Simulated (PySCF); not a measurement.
## Electron correlation in Pd⁺ (palladium, charge +1)

[Kr] 4d8 5p1, one real determinant (an excited configuration). Calculation: PySCF 2.14, in x2c-QZVPPall (13s8p7d4f2g, 118 functions); scalar relativity by spin-free X2C-1e. Frozen: [Ar] 3d10; 17 electrons correlated.

MP2 pair energies summed by pair of shells (mhartree):

```tsv
pair	energy	share (%)
4d-4d	-221.64	39.7
4p-4d	-184.60	33.0
4p-4p	-56.20	10.1
4s-4d	-34.23	6.1
4s-4p	-29.14	5.2
4d-5p	-23.65	4.2
4s-4s	-4.85	0.9
4p-5p	-4.04	0.7
4s-5p	-0.37	0.1
```

Total MP2 correlation energy: -558.71 mhartree.

Same-spin part -177.96 and opposite-spin part -380.76 mhartree; SCS-MP2 scales them by 1/3 and 6/5 to -516.23 mhartree.

The basis was made for the ground configuration and has no added diffuse functions, which can raise the energy of the promoted electron.

The reference is one real determinant that mixes LS terms of this configuration.

This basis was not built for core-valence correlation, so the inner-shell part is incomplete.
